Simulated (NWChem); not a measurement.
System: CoClF, quartet; SMILES [F][Co][Cl]

NWChem input:

```
start job
memory heap 200 mb stack 900 mb global 1100 mb
geometry units angstroms noautoz
  Co     0.000000     0.000000     0.377520
  F      0.000000     0.000000     2.086220
  Cl     0.000000     0.000000    -1.735005
end
basis spherical
  * library def2-tzvp
end
dft
  odft
  mult 4
  xc bhlyp
  iterations 150
  mulliken
end
task dft energy
```

Geometry: optimised at PBE0/def2-SVP, spin-unrestricted. This spin state was assumed; another may lie lower. No stability test was run on the SCF state.

### Question
Give the results of this calculation. (BHandHLYP/def2-TZVP, spin-unrestricted.) Quantities: energy (Ha); highest occupied level (eV); lowest empty minus highest occupied level, either spin (eV); <S²>.

### Answer
```yaml
energy (Ha): -1942.87
highest occupied level (eV): -10.45
lowest empty minus highest occupied level, either spin (eV): 7.63
"<S²>": 3.76
```
